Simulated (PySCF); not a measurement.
Isomers of H5NSi2. All species are isolated molecules in the gas phase. Strings in code marks are SMILES.

The T1 excitation (TDA) from two functionals at the same geometries (PBE0-D3(BJ)/def2-TZVP), both in PySCF: PBE-D3(BJ)/def2-TZVP and PBE0-D3(BJ)/def2-TZVP. Excitations are Tamm–Dancoff values on a coarser integration grid. The basis has no diffuse functions, so Rydberg states are missing or too high.

```
species               PBE0-D3(BJ)/def2-TZVP (eV)
--------------------  --------------------------
`[H]/N=[SiH]\[SiH3]`                        2.95
`[SiH](=[SiH2])N`                           1.74
`[SiH3]N=[SiH2]`                            3.25
```

Q: What does PBE-D3(BJ)/def2-TZVP give for each?

A: 
- `[H]/N=[SiH]\[SiH3]`: 2.86
- `[SiH](=[SiH2])N`: 1.83
- `[SiH3]N=[SiH2]`: 2.94
Over these rows, drawn at random from the members with no instability flagged (it was tested for open shells, ions and some series alone), PBE minus PBE0-D3(BJ): mean -0.10 eV, from -0.31 eV to +0.09 eV.
